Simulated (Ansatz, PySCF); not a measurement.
F₂W, SMILES [W]([F])[F] (connectivity only; charge and spin as stated), neutral, multiplicity 5. Atoms are numbered in the order given.

```xyz
3

W      0.0000     0.0000     0.0781
F      0.0000     1.7923    -0.5365
F      0.0000    -1.7923    -0.5365
```
Charge 0, spin multiplicity 5.

Geometry optimised at B3LYP-D3(BJ)/def2-TZVP. The spin state was assumed, not searched. The def2 effective core potentials stand for the cores of W; spin–orbit coupling is left out.

Two levels are set side by side: PBE-D3(BJ)/def2-TZVP (Ansatz, a program for electronic structure) and B3LYP-D3(BJ)/def2-TZVP (Ansatz). Each level has its own optimised geometry; the coordinates shown are those of the second. Frequencies come from the Hessian of PySCF at each geometry. Differences are taken from unrounded values.

```tsv
quantity	B3LYP-D3(BJ)
mean bond length (Å)	1.895
bond W1–F2 (Å)	1.895
bond W1–F3 (Å)	1.895
highest harmonic wavenumber (cm⁻¹)	655
mean harmonic wavenumber (cm⁻¹)	469
zero-point energy (kcal/mol)	2.01
```

### Question
What does PBE-D3(BJ) give, and how far is it from B3LYP-D3(BJ)? (An estimate is asked for; the answer gives what the named calculation found.)

### Answer

```
quantity                            PBE-D3(BJ)  PBE-D3(BJ) minus B3LYP-D3(BJ)
----------------------------------  ----------  -----------------------------
mean bond length (Å)                     1.893                         -0.002
bond W1–F2 (Å)                           1.893                         -0.002
bond W1–F3 (Å)                           1.893                         -0.002
highest harmonic wavenumber (cm⁻¹)         649                             -6
mean harmonic wavenumber (cm⁻¹)            467                             -2
zero-point energy (kcal/mol)              2.00                          -0.01
```

Here PBE gives about what the other level gives.
